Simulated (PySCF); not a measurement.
# Cr²⁺ (chromium, charge +2) across methods

[Ar] 3d3 4s1, high-spin 5F determinant (an excited configuration). Calculation: PySCF 2.14, in ANO-RCC-VTZP; the spin-free X2C one-electron Hamiltonian (Gaussian nucleus).

```tsv
method	E (hartree)	mean ε 3p β (eV)	mean ε 3d α (eV)	mean ε 4s α (eV)	Σ⟨r²⟩ (bohr²)	⟨S²⟩
LDA	-1047.313	-71.147	-30.490	-21.718	22.05	6.000
PBE	-1049.426	-71.035	-30.453	-21.419	22.02	6.000
PBEsol	-1048.333	-70.975	-30.390	-21.449	22.03	6.000
UHF	-1048.66791	-81.377	-39.893	-24.010	22.09	6.002
PBE0	-1049.464	-74.011	-32.994	-22.162	21.98	6.001
r2SCAN	-1049.642	-71.968	-31.229	-21.621	21.98	6.001
BHandHLYP	-1049.675	-76.767	-35.400	-22.828	21.97	6.001
```

**Question.** Estimate the same row for HSE06.

**Answer.** E (hartree) = -1049.486; mean ε 3p β (eV) = -73.612; mean ε 3d α (eV) = -32.552; mean ε 4s α (eV) = -21.866; Σ⟨r²⟩ (bohr²) = 22.00; ⟨S²⟩ = 6.001.
